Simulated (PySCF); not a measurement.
Gas-phase reaction: 2 SnCl₃ + 3 C₂H₄ ⇌ 2 SnH₂Cl₂ + 2 C₃H₄ (allene) + Cl₂. Level: ωB97M-V/def2-TZVP†; standard pressure 1 bar.

Computed with PySCF and rigid-rotor harmonic-oscillator thermochemistry at 1 bar. † marks an energy on the PBE0/def2-TZVP geometry and frequencies. Open shells (unrestricted): SnCl₃ (multiplicity 2); the rest are closed-shell singlets. Sn: scalar-relativistic def2 core potential, no spin-orbit coupling. SnCl₃, SnH₂Cl₂: computed as isolated molecules; such fragments, hydroxides, amides, oligomers or adducts are transient or little studied in the gas. The harmonic model lacks anharmonicity and excited electronic states, which grow with temperature; levels with a mode under 35 cm⁻¹ are left out. Soft modes under 120 cm⁻¹ make the harmonic entropy rough for SnCl₃, SnH₂Cl₂.

```csv
T (K),1000/T (1/K),log10 K
1200,0.8333,-16.97
1400,0.7143,?
1600,0.6250,-12.59
1800,0.5556,-11.11
2000,0.5000,-9.92
2500,0.4000,-7.75
```

Problem. Fit log10 K = a + b·(1000/T) to the five rows, get the mean ΔH° and ΔS°, and predict log10 K at 1400 K.

Solution. Means: 1000/T = 0.5828, log10 K = -11.668. Sums of products about the means: Sxy = -2.24318, Sxx = 0.105543, so b = Sxy/Sxx = -21.25 and a = -11.668 − (-21.25)×0.5828 = 0.72.
ΔH° = −R ln 10 × 1000 K × b = −19.145 × (-21.25) = 407 kJ; ΔS° = R ln 10 × a = 14 J/K. The run's own values go from 399 kJ and 8 J/K at 1200 K to 417 kJ and 19 J/K at 2500 K.
Prediction at 1400 K: 0.72 + (-21.25)×0.7143 = -14.46. The computed value is -14.47, 0.01 from the line.
For scale, ΔH°(298 K) is 379 kJ at this level, 375 kJ at ωB97X-V/def2-TZVP†, and runs from 348 to 482 kJ over the 17 levels computed.
